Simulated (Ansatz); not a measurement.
An input meant for Rb4H4 (charge 0, singlet).

```yaml
crystal:
  periodic: [false, false, false]
  atoms:
    - {symbol: Rb, position_ang: [1.116023, 1.765347, 0.012486]}
    - {symbol: Rb, position_ang: [-1.116203, -1.764790, 0.001642]}
    - {symbol: Rb, position_ang: [2.524094, -3.445443, 0.145244]}
    - {symbol: Rb, position_ang: [-2.523325, 3.445444, -0.160697]}
    - {symbol: H, position_ang: [-0.057837, 4.210034, -0.067597]}
    - {symbol: H, position_ang: [1.699205, -0.917518, 0.102302]}
    - {symbol: H, position_ang: [0.058190, -4.211170, 0.054829]}
    - {symbol: H, position_ang: [-1.700156, 0.918107, -0.088210]}
basis:
  gaussian: {orbitals: def2-SVPD}
hamiltonian: {xc: {name: M06-2X}}
scf: {omitted_lower_state_checks: [starts]}
```

```sh
$ ansatz run in.yaml --threads 4 --pin off --events-out ev --progress --plain --max-ram 3916MiB
```

Shortened log:

```
Error: YAML parse error: error: line 14 column 19: hamiltonian.xc: no functional is named "M06-2X"; the names, which are not case-sensitive, are SVWN5, SPW92, PBE, PBE0, PBEsol, revPBE, revPBE0, RPBE, rPW86-PBE, HSE06, wPBEh, LC-wPBE, HISS, HF, BLYP, B3LYP, B3LYP5, BHLYP, CAM-B3LYP, r2SCAN, r2SCANh, r2SCAN0, r2SCAN50, m-r2SCAN, B97, wB97, wB97X, wB97X-V, B97M-V, wB97M-V, B2PLYP, B2GP-PLYP, PBE0-DH, PBE-QIDH
12 | basis:
13 |   gaussian: {orbitals: def2-SVPD}
14 | hamiltonian: {xc: {name: M06-2X}}
15 | scf: {omitted_lower_state_checks: [starts]}
```

In this input the method's name isn't one that the program takes here. The input was rejected before any iteration.
